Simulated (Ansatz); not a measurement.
A nudged elastic band was laid between two geometries of a periodic cell of 17 atoms, Be₁₆C (host Be, host structure hcp, interstitial C).

The calculation used DFT PBEsol, scalar-relativistic, plane waves, PAW in Ansatz 0.2.0. Settings: cutoff 420 eV, k mesh 5x6x4, gaussian smearing 0.15 eV, no spin polarisation.

```
movable images  : 2
climbing image  : yes
spring          : 5.0 eV/Å²
optimiser       : quadratic models (default)
start path      : default
force threshold : 0.05 eV/Å
iteration limit : 50
end points      : relaxed
```

First end point:

```xyz
17
Lattice="-2.2900 -3.9664 0.0000 3.4350 -1.9832 0.0000 0.0000 0.0000 7.1769" Properties=species:S:1:pos:R:3
Be -0.003 -3.967 -0.045
Be 0.011 -2.546 1.735
Be -0.018 -3.956 3.723
Be 0.033 -2.631 5.428
Be -1.150 -1.949 -0.046
Be 2.184 -2.585 1.737
Be -1.066 -1.928 3.642
Be 2.298 -2.652 5.424
Be 1.135 -1.980 -0.046
Be 1.064 -0.727 1.732
Be 1.250 -2.046 3.640
Be 1.149 -0.699 5.428
Be -0.035 -0.015 -0.047
Be 1.163 -4.638 1.663
Be -0.013 -0.101 3.645
Be 1.147 -4.631 5.426
C -1.144 -3.312 2.688
```

Last end point:

```xyz
17
Lattice="-2.2900 -3.9664 0.0000 3.4350 -1.9832 0.0000 0.0000 0.0000 7.1769" Properties=species:S:1:pos:R:3
Be -0.018 -3.956 -0.129
Be 0.010 -2.545 1.847
Be -0.003 -3.964 3.631
Be 0.034 -2.630 5.335
Be -1.064 -1.917 -0.064
Be 2.184 -2.582 1.844
Be -1.149 -1.946 3.633
Be 2.299 -2.648 5.335
Be 1.250 -2.043 -0.060
Be 1.065 -0.716 1.846
Be 1.136 -1.977 3.627
Be 1.150 -0.696 5.335
Be -0.014 -0.101 -0.063
Be 1.163 -4.638 1.931
Be -0.033 -0.014 3.633
Be 1.147 -4.628 5.337
C -1.152 -3.299 0.891
```

Q: Which bonds break or form, and what moves?

A: Contacts lost: Be3–C17, Be7–C17, Be15–C17. Contacts made: Be1–C17, Be5–C17, Be13–C17. The atom that moves furthest is C17, by 1.80 Å.

Q: What energy profile does the band end with?

A: The forces met the threshold. The highest image is number 1 of 0 to 3, 1.65 eV above the ends, which have the same energy within 2 meV. Neighbouring images differ by up to 1.6 eV, so the band resolves the path poorly. The order of the stationary point at the top wasn't checked. So few images can step over the top or miss a turn of the path. Limits of this set-up: coarse k mesh.

| image | path coordinate (Å) | energy (eV) | Be3–C17 (Å) | Be7–C17 (Å) | Be15–C17 (Å) |
| --- | --- | --- | --- | --- | --- |
| 0 | 0.00 | 0.00 | 1.66 | 1.68 | 1.68 |
| 1 | 1.07 | 1.65 | 2.20 | 2.18 | 2.18 |
| 2 | 1.64 | 0.58 | 2.73 | 2.69 | 2.69 |
| 3 | 2.22 | 0.00 | 3.05 | 3.06 | 3.06 |

Q: What is the geometry of the highest image?

A: 
```xyz
17
Lattice="-2.2900 -3.9664 0.0000 3.4350 -1.9832 0.0000 0.0000 0.0000 7.1769" Properties=species:S:1:pos:R:3
Be -0.087 -3.918 -0.007
Be 0.238 -2.509 1.810
Be -0.086 -3.918 3.621
Be 0.010 -2.634 5.398
Be -1.137 -1.977 0.078
Be 2.270 -2.634 1.812
Be -1.138 -1.977 3.546
Be 2.327 -2.667 5.400
Be 1.251 -2.046 -0.030
Be 1.147 -0.937 1.809
Be 1.249 -2.044 3.652
Be 1.140 -0.677 5.398
Be -0.002 -0.012 0.078
Be 0.857 -4.462 1.805
Be -0.003 -0.011 3.545
Be 1.135 -4.623 5.398
C -1.166 -3.294 1.811
```

Run time: 2.5 min on 2 threads of AMD EPYC 9R14 (Zen 4), on a shared host, peak memory 0.99 GiB.
